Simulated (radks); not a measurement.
Results of a calculation; reference values are marked as such.
Ionisation of Pb3+, [Xe] 4f14 5d10 6s1, to Pb4+, [Xe] 4f14 5d10, under several functionals. Scalar-relativistic Kohn-Sham, spin-polarised, spherical densities, finite nucleus; open shells are filled with parallel spins first (spin-orbit coupling, left out, can overturn this in heavy ions); a radial shooting solver on a logarithmic mesh with Libxc functionals.

| functional | E(Pb3+) (hartree) | Exc (hartree) | IE (eV) | -e(HOMO) (eV) | <r> HOMO (bohr) | IE error (eV) |
|---|---|---|---|---|---|---|
| TASK exchange with Perdew-Wang LDA correlation | -20874.4607 | -383.3032 | 42.551 | 38.709 | 2.041 | +0.219 |
| LDA (Slater exchange, Perdew-Wang correlation) | -20862.9124 | -374.3510 | 43.393 | 38.363 | 2.085 | +1.061 |
| B86b exchange with PBE correlation | -20875.5781 | -386.9790 | 42.959 | 37.974 | 2.092 | +0.626 |
| LDA (Slater exchange, VWN5 correlation) | -20862.9466 | -374.3856 | 43.400 | 38.372 | 2.085 | +1.068 |
| exchange-only r2SCAN | -20871.6554 | -381.2259 | 41.516 | 37.078 | 2.103 | -0.817 |
| PW91 | -20876.0339 | -387.4348 | 43.052 | 38.061 | 2.092 | +0.720 |
| revPBE | -20874.5666 | -385.9797 | 42.769 | 37.821 | 2.092 | +0.436 |

NIST Atomic Spectra Database: 42.333 eV (measured). Closest: TASK exchange with Perdew-Wang LDA correlation. The Delta-SCF values span 1.88 eV, the total energies 13.12 hartree. The highest occupied level is 6s.
